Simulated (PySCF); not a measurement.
**How the method changes the constants of TeO⁻**

State: ²Π (doublet), unpaired electrons π ↑. Set-up: Te def2-SVPD with ECP28, O def2-SVPD; scalar-relativistic core potentials (PySCF 2.14). De refers to Te⁻ + O in their high-spin ground configurations, without counterpoise correction. The functionals are run spin-unrestricted. A positive dipole points towards O; it is taken about the centre of mass and depends on that origin. Levels whose curve was spin-contaminated or gave no clean fit are not listed.

| Level | Re (Å) | ωe (cm⁻¹) | De (eV) | μ (D) |
| --- | --- | --- | --- | --- |
| PBE | 1.961 | 629 | 4.13 | -2.98 |
| PBEsol | 1.946 | 649 | 4.43 | -2.91 |
| BP86 | 1.963 | 626 | 4.09 | -2.94 |
| r²SCAN | 1.943 | 652 | 3.63 | -2.91 |
| TPSSh | 1.946 | 650 | 3.52 | -2.93 |
| PBE0 | 1.930 | 672 | 3.41 | -3.03 |
| ωB97X | 1.923 | 693 | 3.39 | -3.31 |

The bond length runs from 1.923 Å (ωB97X) to 1.963 Å (BP86). De spans 3.39 eV (ωB97X, range-separated hybrid) to 4.43 eV (PBEsol, GGA).

Spin–orbit coupling is left out, which matters for elements this heavy, above all for dissociation energies. For an ion De counts to the pair picked by the measured ionisation energies or electron affinities, which need not be the lowest pair at this level. The highest Kohn–Sham level is positive in this anion. Much of that is self-interaction error, but it also means that the finite basis helps to hold the extra electron. The state is the lowest determinant that a PBE0 search found; another state may lie lower at other levels.
